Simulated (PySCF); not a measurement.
GaB⁺, MP2: how much the basis matters

PySCF, UHF reference; doublet, unpaired electrons σ ↑; De to Ga⁺ + B without counterpoise correction. Frozen cores follow the default of each basis and core potential.

```json
{"basis": "x2c-SVPall", "relativity": "spin-free X2C", "functions": "46", "Re (Å)": "2.775", "ωe (cm⁻¹)": "202", "De (eV)": "0.64", "frozen orbitals": "10"}
{"basis": "def2-SVPD", "relativity": "no relativity", "functions": "58", "Re (Å)": "2.788", "ωe (cm⁻¹)": "203", "De (eV)": "0.67", "frozen orbitals": "10"}
{"basis": "cc-pVTZ-PP/cc-pVTZ", "relativity": "scalar-relativistic core potentials", "functions": "69", "Re (Å)": "2.748", "ωe (cm⁻¹)": "213", "De (eV)": "0.73", "frozen orbitals": "5"}
```

(1) How does each smaller set differ from the one with most functions, cc-pVTZ-PP/cc-pVTZ?

Correlated steps freeze the inner cores (5 to 10 orbitals); shallow outer-core shells are correlated. Correlated levels converge slowly with the basis: in double zeta they bind strong bonds too weakly, by up to about 1 eV, and carry superposition errors of some tenths. Spin–orbit coupling is left out. For an ion De counts to the pair picked by the measured ionisation energies or electron affinities, which need not be the lowest pair at this level. The state is the lowest determinant that a PBE0 search found; another state may lie lower at other levels.

## Answers

(1) x2c-SVPall: +2.7 pm, -5.2 % in ωe, -0.09 eV in De; def2-SVPD: +4.0 pm, -4.7 % in ωe, -0.06 eV in De. All at MP2; the set with most functions is neither the basis-set limit nor always the best. The rows treat relativity differently, so the differences are not basis effects alone.
